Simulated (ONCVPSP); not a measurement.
## PBE ONCV dataset for scandium (Sc), scalar-relativistic all-electron reference.

```
Element                 : Sc (Z = 21)
Generator               : ONCVPSP 4.0.1
Type                    : optimised norm-conserving Vanderbilt (ONCV)
Functional              : PBE
Relativity              : scalar-relativistic
Frozen core             : [Ne]
Valence charge          : 11
Reference configuration : 3s2 3p6 3d1 (charge +2)
Partial waves           : 3s: rc 1.35 bohr, ncon 5, nbas 8, qcut 9.8 1/bohr, 2 projectors, debl 2.9 Ha; 3p: rc 1.15 bohr, ncon 4, nbas 8, qcut 5.7 1/bohr, 2 projectors, debl 1 Ha; 3d: rc 2.15 bohr, ncon 5, nbas 10, qcut 7.6 1/bohr, 3 projectors, debl 1.5 Ha
Local potential         : polynomial inside 0.80 bohr (lpopt 5, dvloc0 0 Ha)
Core correction         : Teter function, fcfact 2.75, rcfact 1.45
```

In the p channel the program set the typed energies aside and used -1.799, 0.250 Ha.

All-electron outer shells of the reference configuration (PBE, scalar-relativistic, ld1.x):

| shell | level (eV) | outermost node (bohr) | outermost maximum (bohr) |
| --- | --- | --- | --- |
| 3s | -70.40 | 0.42 | 0.92 |
| 3p | -48.95 | 0.39 | 0.97 |
| 3d | -17.91 | – | 1.08 |

Question: Estimate the cutoffs (Ha) at which the residual kinetic energy of the hardest occupied pseudo-wave falls to 1 and 0.1 mHa per electron.

Answer: 35 Ha and 91 Ha.

Question: What does a ghost test show?

Answer: No bound ghost flagged; GHOST(+) flagged for s at 315.6 eV.

Question: Tests: 3s2 3p6 3d1 4s2; 3s2 3p6 3d1 4s1; 3s2 3p6 3d0; 3s2 3p6 3d2. Which has the largest error in its energy relative to the reference configuration, and how large is it?

Answer: 3s2 3p6 3d0, with +124 meV (all-electron minus pseudo) on +24.87 eV.
